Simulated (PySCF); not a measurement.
State search for CBr

Unrestricted PBE0; C def2-TZVPPD, Br def2-TZVPPD; no relativity (PySCF 2.14). Outer shells of the fragments: C 2s2 2p2; Br 3d10 4s2 4p5.

Followed along the bond (rough minima from three points):

```json
{"2Ms+1": "2", "unpaired": "π ↑", "⟨S²⟩ at the start": "0.76", "R at minimum (Å)": "1.82", "Te (eV)": "0.00"}
{"2Ms+1": "4", "unpaired": "σ ↑, π ↑↑", "⟨S²⟩ at the start": "3.76", "R at minimum (Å)": "1.81", "Te (eV)": "1.98"}
```

Solutions found at the starting distance of 1.825 Å, counted from the lowest of them; the search is not exhaustive and high or unbound solutions are not listed, so other states can lie among these:

```
2Ms+1   unpaired   term  E (eV)  ⟨S²⟩  ⟨Lz²⟩  μ (D)
    2        π ↑     ²Π    0.00  0.76   1.01   1.45
    4  σ ↑, π ↑↑    ⁴Σ⁻    1.98  3.76   0.00   0.34
    2  σ ↑, π ↑↓  mixed    3.15  1.76   2.01   0.88
    2  σ ↓, π ↑↑  mixed    3.38  1.77   0.00   1.15
    2        σ ↑    ²Σ⁺    4.19  0.75   0.00  -0.61
    4      π ↑↑↑     ⁴Π    4.21  3.76   1.01   3.78
    2        σ ↑  mixed    4.37  0.76   2.00   1.20
    4  σ ↑↑, π ↑     ⁴Π    6.40  3.78   1.01  -1.53
    4  σ ↑, π ↑↑  mixed    7.49  3.76   2.02   1.19
    4  σ ↑, π ↑↑  mixed    7.84  3.76   2.03   1.08
    2        π ↑     ²Π    8.95  0.80   1.01   1.02
```

A term symbol is given only where ⟨S²⟩ and ⟨Lz²⟩ are close to those of a pure state; real π, δ and φ orbitals otherwise mix terms. A positive dipole means C(−)Br(+).

Spin–orbit coupling is left out. Counting both spins, an empty level lies below a filled one in some of these solutions, because spin and occupation are held.
